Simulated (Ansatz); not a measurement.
The cluster PdAu2, relaxed as a triplet with UKS PBE-D4/def2-TZVP in Ansatz, starting from the PBE-D4/def2-TZVP geometry of the neutral singlet. Force threshold 0.02 eV/Å.

In the def2 sets Au, Pd take a core potential; there is no spin–orbit coupling. The gap within one spin of the charge 0 triplet nearly closes, so an electron or hole may be smeared out by delocalisation error. At PBE-D4/def2-TZVP a singlet of charge 0 lies 0.86 eV below the triplet, each at its own geometry. The structure comes from a short search, and lower isomers may exist.

Start:

```xyz
3

Pd   -0.994    0.989    0.520
Au    1.166   -0.434    0.905
Au   -0.172   -0.555   -1.424
```

```tsv
step	energy (eV)	largest force component (eV/Å)	SCF passes
1	-10871.0067	0.221	26
2	-10871.0115	0.099	23
3	-10871.0124	0.010	21
```

Force components are those of the run's own axes.

End:

Cartesian coordinates in Å:
```
Pd -0.978 0.972 0.511
Au 1.162 -0.425 0.916
Au -0.184 -0.547 -1.427
```

By distances, no bond broke or formed. The bond that changes most is Pd1–Au2, from 2.62 to 2.59 Å (atoms count from 1).

No frequencies were taken in this run, so the end may be a saddle point.

It took 9 s on 4 threads of Arm Neoverse N1 on a shared host.
